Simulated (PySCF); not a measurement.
C3H11Si3, SMILES [CH]1[SiH2]C[SiH2]C[SiH2]1, doublet (GFN2-xTB optimised geometry):

```
17

C     -1.126     0.391     2.622
Si    -1.330     1.054     0.896
C      0.320     0.754     0.000
Si     0.939    -1.046     0.000
C      0.308    -2.017     1.509
Si     0.033    -0.991     3.085
H     -1.716     0.838     3.409
H     -1.662     2.489     0.924
H     -2.412     0.350     0.184
H      0.242     1.102    -1.029
H      1.079     1.379     0.470
H      0.485    -1.720    -1.228
H      2.412    -1.046     0.000
H      0.999    -2.831     1.720
H     -0.638    -2.489     1.244
H     -0.545    -1.818     4.159
H      1.323    -0.461     3.564
```

Method: unrestricted CAM-B3LYP/def2-SVP in PySCF.

What are the frontier orbital energies (α orbitals alone; a β orbital can be the lowest empty one) and the dipole moment?

HOMO-2 -9.81 eV, HOMO-1 -9.52 eV, HOMO -8.13 eV, LUMO 1.94 eV, LUMO+1 2.31 eV; dipole moment 0.24 D.

On the same geometry unrestricted PBE/def2-SVP (PySCF) gives HOMO-2 -7.22 eV, HOMO-1 -6.97 eV, HOMO -5.50 eV, LUMO 0.06 eV, LUMO+1 0.37 eV; dipole moment 0.15 D.

Meta-Löwdin charges at CAM-B3LYP/def2-SVP: C1 -0.54, Si2 0.65, C3 -0.66, Si4 0.66, C5 -0.66, Si6 0.65, H7 0.12, H8 -0.11, H9 -0.12, H10 0.12, H11 0.12, H12 -0.12, H13 -0.12, H14 0.12, H15 0.12, H16 -0.11, H17 -0.12.
